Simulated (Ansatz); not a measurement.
Consider the ligand exchange at the Al–O bond: `C[O][AlH][NH2]` + `[SiH3]N[SiH3]` → `[NH2][AlH][N]([SiH3])[SiH3]` + CH₃OH.

Computed with Ansatz on PBE0-D4/def2-TZVP structures; ΔE is electronic, products minus reactants. CCSD(T)/CBS adds triple-zeta CCSD(T) − MP2 to the extrapolated MP2 energy (def2 sets, frozen cores). This one scheme is used for every species. DFT in def2-TZVPP. B3LYP here is the variant with VWN-RPA as its local correlation; programs differ in this. Each species was taken in one conformer, which may not be the lowest.

CCSD(T)/CBS gives +0.28 eV.

(1) Another level gave +0.32 eV. Which?
A. B2PLYP/def2-TZVPP
B. r2SCAN/def2-TZVPP
C. B3LYP/def2-TZVPP
D. CCSD(T)/def2-TZVPP

Largest T1 diagnostic among the species: 0.012.

Answers

(1) B. r2SCAN 0.32, CCSD(T)/def2-TZVPP 0.28, B3LYP 0.45, B2PLYP 0.39 eV.

In def2-TZVPP, CCSD(T) changes the Hartree–Fock value by −0.20 eV (the triples alone add −0.04 eV) and MP2 by −0.20 eV. The D4 term adds −0.11 eV with B3LYP and −0.06 eV with PBE0; it sums over pairs of atoms, weighted by their polarisabilities, and B3LYP, whose exchange is more repulsive, gets the larger term.
